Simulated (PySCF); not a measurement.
Computed shifts of a molecule CH6ClFOSi2, PySCF with PBE0/pcSseg-1, GIAO, gas phase, atoms alike by connectivity averaged where their shifts nearly agree, in ppm (number of nuclei): ¹³C: 8.2 (1). ²⁹Si: 26.2 (1), -2.0 (1). ¹⁹F: -273.0 (1). ¹H: 5.72 (1), 5.54 (1), 2.24 (1), 0.69 (3). References: ¹³C against TMS (σ = 186.3 ppm); ²⁹Si against TMS (σ = 352.7 ppm); ¹⁷O against H2O (σ = 334.2 ppm); ³⁵Cl against HCl (σ = 945.9 ppm); ¹⁹F against CFCl3 (σ = 167.2 ppm); ¹H against TMS (σ = 31.56 ppm), references at their B3LYP-D3(BJ)/def2-TZVP geometries, non-relativistic (without spin–orbit terms, shifts of atoms bonded to Cl or Br come out too high). The structure is a stationary point at B3LYP-D3(BJ)/def2-SVP. The values are those of a single conformer.

Q: Pick the molecule that these values belong to.
A. O[SiH2]C[Si@@H](F)Cl
B. FC[SiH2]O[SiH2]Cl
C. C[Si@@](O)(Cl)[SiH2]F
D. C[Si@@H](O)[Si@H](F)Cl

A: C, C[Si@@](O)(Cl)[SiH2]F
